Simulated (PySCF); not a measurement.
**How methods differ on the excitation energy of Ni**

Ni [Ar] 3d8 4s2 (3F) → Ni [Ar] 3d10 (1S), as a difference of total energies. All numbers are calculated (PySCF 2.14, the spin-free X2C one-electron Hamiltonian (Gaussian nucleus), in x2c-TZVPPall with one added diffuse shell each of s, p, d, f type (7s6p5d3f1g, 80 functions)). Correlated levels: valence: [Ar] frozen; valence and next inner shell: [Ne] frozen. The calculations carry no spin-orbit coupling.

| method | excitation energy (cm⁻¹) |
| --- | --- |
| UHF | 50820 |
| LDA | 3491.7 |
| PBE | 8535.2 |
| r2SCAN | 18353 |
| wB97X-V | 13744 |
| TPSS | 11662 |
| revPBE | 8880.6 |
| PW91 | 8345.8 |
| MP2 (valence) | -1189.1 |
| MP2 (valence and next inner shell) | -11518 |
| SCS-MP2 (valence and next inner shell) | -2071.0 |

Problem. Estimate what PBE0 gives.

Solution. 17518 cm⁻¹, closest to r2SCAN among the rows shown.

Problem. Estimate what SCS-MP2 (valence) gives.

Solution. 5894.4 cm⁻¹, closest to LDA among the rows shown.

A first-order spin-orbit estimate (lowest level to lowest level, LS coupling) adds 0.125 eV.
